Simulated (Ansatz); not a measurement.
C$_{3}$H$_{9}$ClInN, SMILES `CC[N](C)[InH][Cl]`, relaxed with RKS PBE0-D4/def2-TZVP in the Gaussian-basis code of Ansatz from a GFN2-xTB geometry. The force threshold is 0.005 eV/Å; the program also tests the step.

Charge 0, multiplicity 1. In: def2 effective core potential.

Start:

```xyz
15

C     1.055   -0.680    1.257
C     0.049   -1.173    0.214
N    -0.639   -0.150   -0.534
C    -1.490    0.711    0.259
In    0.596    0.845   -1.918
Cl    0.228    3.061   -2.449
H     1.580   -1.525    1.698
H     1.789   -0.023    0.773
H     0.564   -0.127    2.054
H    -0.706   -1.796    0.712
H     0.576   -1.799   -0.517
H    -0.955    1.294    1.024
H    -1.996    1.410   -0.413
H    -2.249    0.105    0.763
H     1.599   -0.152   -2.925
```

(1) By how much does the energy fall, and how many steps does the optimiser take? (Best estimate.)

(2) Which bonds change most? (Best estimate.)

(3) Give the relaxed structure. (Estimate.)

## Answers

(1) Ansatz gave: 23.74 kJ/mol, in 13 steps, 1 of them rejected.

(2) Computed: N3–In5 from 2.105 to 1.997 Å; In5–H15 from 1.736 to 1.693 Å; In5–Cl6 from 2.308 to 2.340 Å; C1–C2 from 1.531 to 1.523 Å.

(3) The calculation gave: 
```xyz
15

C     1.004   -0.840    1.453
C     0.167   -1.084    0.205
N    -0.303    0.118   -0.449
C    -1.313    0.847    0.276
In    0.457    0.749   -2.185
Cl   -0.566    2.756   -2.818
H     1.326   -1.789    1.890
H     1.895   -0.254    1.211
H     0.442   -0.299    2.216
H    -0.698   -1.712    0.472
H     0.758   -1.672   -0.507
H    -0.946    1.249    1.229
H    -1.674    1.691   -0.315
H    -2.175    0.202    0.501
H     1.628    0.036   -3.179
```
